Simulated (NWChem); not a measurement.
System: MgHSF; SMILES [Mg]([F])[SH]

NWChem input:

```
start job
memory heap 200 mb stack 900 mb global 1100 mb
geometry units angstroms noautoz
  Mg     0.014371    -0.749713     0.000000
  F      0.054122    -2.487534     0.000000
  S     -0.019201     1.549721     0.000000
  H     -1.372827     1.603282     0.000000
end
basis spherical
  * library 6-31g*
end
dft
  xc m05-2x
  iterations 150
  mulliken
end
task dft energy
```

Geometry: optimised at B3LYP/6-31G* (spherical d).

### Question
Predict the main results of this run. (M05-2X/6-31G* (spherical d).) Quantities: energy (Ha); highest occupied level (eV); orbital gap (eV); dipole (D).

### Answer
| Property | Value |
|---|---|
| energy (Ha) | -698.76 |
| highest occupied level (eV) | -8.45 |
| orbital gap (eV) | 7.72 |
| dipole (D) | 0.86 |
